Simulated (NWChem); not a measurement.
System: GaCl2F; SMILES [F][Ga]([Cl])[Cl]

NWChem input:

```
start job
memory heap 200 mb stack 900 mb global 1100 mb
geometry units angstroms noautoz
  Ga     0.000000     0.000000     0.261702
  F      0.000000     0.000000     1.997480
  Cl    -1.859060     0.000000    -0.744637
  Cl     1.859060     0.000000    -0.744637
end
basis spherical
  * library def2-svpd
end
dft
  xc xpbe96 cpbe96
  iterations 150
end
tddft
  cis
  nroots 6
  notriplet
end
task tddft energy
```

Excerpt of the output:

```
             Northwest Computational Chemistry Package (NWChem) 7.3.0
             --------------------------------------------------------

 C2V symmetry detected

                             Geometry "geometry" -> ""
                             -------------------------

 Output coordinates in angstroms (scale by  1.889725989 to convert to a.u.)

  No.       Tag          Charge          X              Y              Z
 ---- ---------------- ---------- -------------- -------------- --------------
    1 Ga                  31.0000     0.00000000     0.00000000     0.25126384
    2 F                    9.0000     0.00000000     0.00000000     1.98704184
    3 Cl                  17.0000    -1.85906000     0.00000000    -0.75507516
    4 Cl                  17.0000     1.85906000     0.00000000    -0.75507516

 Effective nuclear repulsion energy (a.u.)     438.9096995546

      Symmetry information
      --------------------

 Group name             C2v
 Group number             16
 Group order               4
 No. of unique centers     3

  pbe96 is a nonlocal functional; adding pw91lda local functional.

                                 NWChem DFT Module
                                 -----------------

 Summary of "ao basis" -> "ao basis" (spherical)
 ------------------------------------------------------------------------------
       Tag                 Description            Shells   Functions and Types
 ---------------- ------------------------------  ------  ---------------------
 Ga                        def2-svpd                14       38   6s4p4d
 F                         def2-svpd                 9       23   4s3p2d
 Cl                        def2-svpd                11       27   5s4p2d

      Symmetry analysis of basis
      --------------------------

        a1         48
        a2         14
        b1         32
        b2         21

            General Information
            -------------------
          SCF calculation type: DFT
          Wavefunction type:  closed shell.
          No. of atoms     :     4
          No. of electrons :    74
           Alpha electrons :    37
            Beta electrons :    37
          Charge           :     0
          Spin multiplicity:     1
          Use of symmetry is: off; symmetry adaption is: on
          Maximum number of iterations: 150
          AO basis - number of functions:   115
                     number of shells:    45
          Convergence on energy requested:  1.00D-06
          Convergence on density requested:  1.00D-05
          Convergence on gradient requested:  5.00D-04

              XC Information
              --------------
          PerdewBurkeErnzerhof Exchange Functional  1.000
            Perdew 1991 LDA Correlation Functional  1.000 local
           PerdewBurkeErnz. Correlation Functional  1.000 non-local

             Grid Information
             ----------------
          Grid used for XC integration:  medium
          Radial quadrature: Mura-Knowles
          Angular quadrature: Lebedev.
          Tag              B.-S. Rad. Rad. Pts. Rad. Cut. Ang. Pts.
          ---              ---------- --------- --------- ---------
          Ga                  1.30      112          11.0       590
          F                   0.50       49          12.0       434
          Cl                  1.00       88          13.0       590
          Grid pruning is: on
          Number of quadrature shells:   337
          Spatial weights used:  Erf1

      Superposition of Atomic Density Guess
      -------------------------------------

 Sum of atomic energies:       -2940.93243220

      Non-variational initial energy
      ------------------------------

 Total energy =   -2941.407714
 1-e energy   =   -4969.053248
 2-e energy   =    1588.735835
 HOMO         =      -0.451891
 LUMO         =      -0.062464

      Symmetry analysis of molecular orbitals - initial
      -------------------------------------------------

  Numbering of irreducible representations:

     1 a1          2 a2          3 b1          4 b2

  Orbital symmetries:

     1 a1          2 a1          3 b1          4 a1          5 b1
     6 a1          7 b2          8 a1          9 a1         10 b1
    11 a1         12 b1         13 a1         14 b2         15 b1
    16 a2         17 a1         18 b1         19 a1         20 b2
    21 a1         22 a1         23 b1         24 b2         25 a1
    26 a2         27 a1         28 b1         29 a1         30 b1
    31 b2         32 a1         33 b1         34 b2         35 a1
    36 a2         37 b1         38 a1         39 b2         40 a1
    41 b1         42 a1         43 a1         44 b1         45 b2
    46 a1         47 b2

 !! scf_movecs_sym_adapt:    2 vectors were symmetry contaminated

  Symmetry fudging

   convergence    iter        energy       DeltaE   RMS-Dens  Diis-err
 ---------------- ----- ----------------- --------- --------- ---------
 d= 0,ls=0.0,diis     1  -2943.7761482285 -3.38D+03  2.48D-02  1.00D+00

 !! scf_movecs_sym_adapt:    7 vectors were symmetry contaminated

  Symmetry fudging
 d= 0,ls=0.0,diis     2  -2943.2031466692  5.73D-01  1.51D-02  7.17D+00

 !! scf_movecs_sym_adapt:   10 vectors were symmetry contaminated

  Symmetry fudging
 d= 0,ls=0.0,diis     3  -2943.8725583969 -6.69D-01  4.78D-03  1.63D-01

 !! scf_movecs_sym_adapt:    8 vectors were symmetry contaminated

  Symmetry fudging
 d= 0,ls=0.0,diis     4  -2943.8811475758 -8.59D-03  2.43D-03  7.99D-02

 !! scf_movecs_sym_adapt:    6 vectors were symmetry contaminated

  Symmetry fudging
 d= 0,ls=0.0,diis     5  -2943.8924580922 -1.13D-02  3.81D-04  7.80D-03

 !! scf_movecs_sym_adapt:    2 vectors were symmetry contaminated

  Symmetry fudging
  Resetting Diis
 d= 0,ls=0.0,diis     6  -2943.8928835255 -4.25D-04  8.11D-05  1.21D-04
 d= 0,ls=0.0,diis     7  -2943.8928923713 -8.85D-06  4.66D-05  5.26D-06
 d= 0,ls=0.0,diis     8  -2943.8928903645  2.01D-06  2.67D-05  2.83D-05
 d= 0,ls=0.0,diis     9  -2943.8928929431 -2.58D-06  4.82D-06  3.35D-07
 d= 0,ls=0.0,diis    10  -2943.8928929779 -3.48D-08  7.50D-07  2.08D-08

         Total DFT energy =    -2943.892892977879
      One electron energy =    -4966.732752405293
           Coulomb energy =     1725.176539074278
    Exchange-Corr. energy =     -141.246379201448
 Nuclear repulsion energy =      438.909699554582

 Numeric. integr. density =       74.000004661777

                  Occupations of the irreducible representations
                  ----------------------------------------------

                     irrep           alpha         beta
                     --------     --------     --------
                     a1               17.0         17.0
                     a2                3.0          3.0
                     b1               11.0         11.0
                     b2                6.0          6.0

                       DFT Final Molecular Orbital Analysis
                       ------------------------------------

 Vector   35  Occ=2.000000D+00  E=-3.201070D-01  Symmetry=a1
              MO Center= -2.9D-10, -1.4D-15, -6.1D-01, r^2= 4.6D+00
   Bfn.  Coefficient  Atom+Function         Bfn.  Coefficient  Atom+Function
  ----- ------------  ---------------      ----- ------------  ---------------
    75      0.383713  3 Cl pz               102      0.383713  4 Cl pz
    72      0.313316  3 Cl pz                99      0.313316  4 Cl pz
    69      0.180181  3 Cl pz                96      0.180181  4 Cl pz
    45     -0.152343  2 F  pz                73     -0.132603  3 Cl px
   100      0.132603  4 Cl px                70     -0.101695  3 Cl px

 Vector   36  Occ=2.000000D+00  E=-3.169659D-01  Symmetry=a2
              MO Center=  5.6D-16,  3.7D-10, -7.2D-01, r^2= 4.5D+00
   Bfn.  Coefficient  Atom+Function         Bfn.  Coefficient  Atom+Function
  ----- ------------  ---------------      ----- ------------  ---------------
    74      0.429347  3 Cl py               101     -0.429347  4 Cl py
    71      0.343038  3 Cl py                98     -0.343038  4 Cl py
    68      0.197465  3 Cl py                95     -0.197465  4 Cl py
    19      0.074108  1 Ga d -2              77      0.067298  3 Cl py
   104     -0.067298  4 Cl py                29     -0.036956  1 Ga d -2

 Vector   37  Occ=2.000000D+00  E=-3.093152D-01  Symmetry=b1
              MO Center= -2.9D-10, -1.1D-19, -6.8D-01, r^2= 4.6D+00
   Bfn.  Coefficient  Atom+Function         Bfn.  Coefficient  Atom+Function
  ----- ------------  ---------------      ----- ------------  ---------------
    75      0.352211  3 Cl pz               102     -0.352211  4 Cl pz
    72      0.277940  3 Cl pz                99     -0.277940  4 Cl pz
    73     -0.248483  3 Cl px               100     -0.248483  4 Cl px
    70     -0.207454  3 Cl px                97     -0.207454  4 Cl px
    69      0.159694  3 Cl pz                96     -0.159694  4 Cl pz

[...]

                                NWChem TDDFT Module
                                -------------------

            General Information
            -------------------
           No. of orbitals :     230
            Alpha orbitals :     115
             Beta orbitals :     115
        Alpha frozen cores :       0
         Beta frozen cores :       0
     Alpha frozen virtuals :       0
      Beta frozen virtuals :       0
         Spin multiplicity :       1
    Number of AO functions :     115
        Use of symmetry is : off
      Symmetry adaption is : on
         Schwarz screening :  0.10D-07

              XC Information
              --------------
   PerdewBurkeErnzerhof Exchange Functional   1.00
     Perdew 1991 LDA Correlation Functional   1.00 local
    PerdewBurkeErnz. Correlation Functional   1.00 non-local

             TDDFT Information
             -----------------
          Calculation type : Tamm-Dancoff TDDFT
         Wavefunction type : Restricted singlets
          No. of electrons :      74
           Alpha electrons :      37
            Beta electrons :      37
              No. of roots :       6
          Max subspacesize :    5200
            Max iterations :     100
               Target root :       1
           Target symmetry : none
      Symmetry restriction : off
                 Algorithm : Optimal
        Davidson threshold :  0.10D-03

    6 smallest eigenvalue differences (eV)
--------------------------------------------------------
  No. Spin  Occ  Vir  Irrep   E(Occ)    E(Vir)   E(Diff)
--------------------------------------------------------
    1    1   37   38 b1       -0.309    -0.122     5.109
    2    1   36   38 a2       -0.317    -0.122     5.317
    3    1   35   38 a1       -0.320    -0.122     5.403
    4    1   34   38 b2       -0.329    -0.122     5.646
    5    1   37   39 a2       -0.309    -0.085     6.106
    6    1   33   38 b1       -0.347    -0.122     6.123
--------------------------------------------------------

  Entering Davidson iterations
  Restricted singlet excited states

  Iter   NTrls   NConv    DeltaV     DeltaE      Time
  ----  ------  ------  ---------  ---------  ---------
    1      6       0     0.10E+00   0.10+100       12.6
    2     12       0     0.53E-01   0.16E-01       11.7
    3     18       2     0.57E-01   0.64E-02       11.5
    4     22       2     0.16E-01   0.28E-02        9.8
    5     26       4     0.24E-02   0.19E-03       12.2
    6     28       5     0.19E-03   0.51E-05       10.1
    7     29       6     0.98E-04   0.29E-07        8.6
  ----  ------  ------  ---------  ---------  ---------
  Convergence criterion met

  Ground state a1      -2943.892892977879 a.u.

  ----------------------------------------------------------------------------
  Root   1 singlet b1             0.194304009 a.u.                5.2873 eV
  ----------------------------------------------------------------------------
     Transition Moments    X  0.25534   Y  0.00000   Z  0.00000
     Dipole Oscillator Strength                    0.0084456518
     Electric Quadrupole                           0.0000000046
     Magnetic Dipole                               0.0000000105
     Total Oscillator Strength                     0.0084456669

     Occ.   33  b1  ---  Virt.   38  a1      -0.05950
     Occ.   37  b1  ---  Virt.   38  a1       0.99531
  ----------------------------------------------------------------------------
  Root   2 singlet a2             0.200402030 a.u.                5.4532 eV
  ----------------------------------------------------------------------------
     Transition Moments    X -0.00000   Y  0.00000   Z  0.00000
     Dipole Oscillator Strength                    0.0000000000
     Electric Quadrupole                           0.0000000751
     Magnetic Dipole                               0.0000001733
     Total Oscillator Strength                     0.0000002484

     Occ.   36  a2  ---  Virt.   38  a1       0.99913
  ----------------------------------------------------------------------------
  Root   3 singlet a1             0.206773092 a.u.                5.6266 eV
  ----------------------------------------------------------------------------
     Transition Moments    X  0.00000   Y -0.00000   Z  0.45010
     Dipole Oscillator Strength                    0.0279270537
     Electric Quadrupole                           0.0000000002
     Magnetic Dipole                               0.0000000000
     Total Oscillator Strength                     0.0279270539

     Occ.   30  a1  ---  Virt.   38  a1      -0.08528
     Occ.   34  b2  ---  Virt.   39  b2       0.09322
     Occ.   35  a1  ---  Virt.   38  a1      -0.98915
  ----------------------------------------------------------------------------
  Root   4 singlet b2             0.213777214 a.u.                5.8172 eV
  ----------------------------------------------------------------------------
     Transition Moments    X  0.00000   Y  0.38168   Z  0.00000
     Dipole Oscillator Strength                    0.0207623281
     Electric Quadrupole                           0.0000000171
     Magnetic Dipole                               0.0000000695
     Total Oscillator Strength                     0.0207624147

     Occ.   32  b2  ---  Virt.   38  a1      -0.05815
     Occ.   34  b2  ---  Virt.   38  a1      -0.99651
  ----------------------------------------------------------------------------
  Root   5 singlet a2             0.225915941 a.u.                6.1475 eV
  ----------------------------------------------------------------------------
     Transition Moments    X  0.00000   Y  0.00000   Z  0.00000
     Dipole Oscillator Strength                    0.0000000000
     Electric Quadrupole                           0.0000000015
     Magnetic Dipole                               0.0000001484
     Total Oscillator Strength                     0.0000001499

     Occ.   37  b1  ---  Virt.   39  b2       0.99982
  ----------------------------------------------------------------------------
  Root   6 singlet b1             0.232885649 a.u.                6.3371 eV
  ----------------------------------------------------------------------------
     Transition Moments    X  0.32510   Y  0.00000   Z  0.00000
     Dipole Oscillator Strength                    0.0164090904
     Electric Quadrupole                           0.0000000007
     Magnetic Dipole                               0.0000000237
     Total Oscillator Strength                     0.0164091148

     Occ.   31  b1  ---  Virt.   38  a1       0.06768
     Occ.   33  b1  ---  Virt.   38  a1       0.81709
     Occ.   36  a2  ---  Virt.   39  b2       0.57083

              Target root =      1
          Target symmetry = none
      Ground state energy =  -2943.892892977879
        Excitation energy =      0.194304009059
     Excited state energy =  -2943.698588968821

  stored tddft:energy   -2943.6985889688208
```

Level: PBE/def2-SVPD, TDA. The geometry was optimised at PBE0/def2-SVP.
